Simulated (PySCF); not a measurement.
CH2N, charge +1, singlet, geometry from GFN2-xTB. Base run: MP2/def2-SVP in PySCF.

PySCF was given this input:
```python
from pyscf import gto, scf, mp

mol = gto.Mole()
mol.atom = '''
    C    -0.00000000   -0.00000000   -0.60033820
    N     0.00000000    0.00000000    0.53266727
    H    -0.00000000   -0.00000000   -1.67488159
    H     0.00000000    0.00000000    1.54823991
'''
mol.basis = 'def2-svp'
mol.charge = 1
mol.verbose = 4
mol.build()

mf = scf.RHF(mol)
mf.kernel()

pt = mp.MP2(mf, frozen=2)
pt.kernel()
print('E(MP2) = %.10f' % pt.e_tot)
mf.analyze()
```

The base run was repeated with changes; each row names its change, and settings that it needs were set with it.

```csv
change,basis functions,E (Eh),MP2 correlation (Eh),SCF-reference HOMO (eV),SCF-reference HOMO-LUMO gap (eV)
base,38,-93.36997,-0.28066,-23.14,19.69
basis = STO-3G,12,-92.14172,-0.14628,-23.31,21.95
basis = pcseg-0,22,-93.09204,-0.20540,-23.38,19.82
basis = 3-21G,22,-92.84980,-0.20471,-23.20,19.96
basis = def2-SV(P),32,-93.35005,-0.27170,-23.16,19.76
basis = 6-31G**,38,-93.44384,-0.27960,-22.98,19.69
basis = pc-1,38,-93.41714,-0.28246,-23.08,19.49
basis = 6-31+G*,40,-93.43052,-0.27267,-23.00,19.27
basis = aug-cc-pVDZ,64,-93.45650,-0.28510,-22.97,19.15
basis = aug-pcseg-1,64,-93.42793,-0.28772,-22.98,19.18
basis = def2-TZVP,74,-93.52913,-0.33098,-22.99,19.35
basis = pcseg-2,88,-93.52586,-0.33197,-22.99,19.26
basis = def2-TZVPD,92,-93.53037,-0.33213,-22.99,19.22
```

Totals compare only among sets that treat the same electrons; sets with core potentials leave the core out.
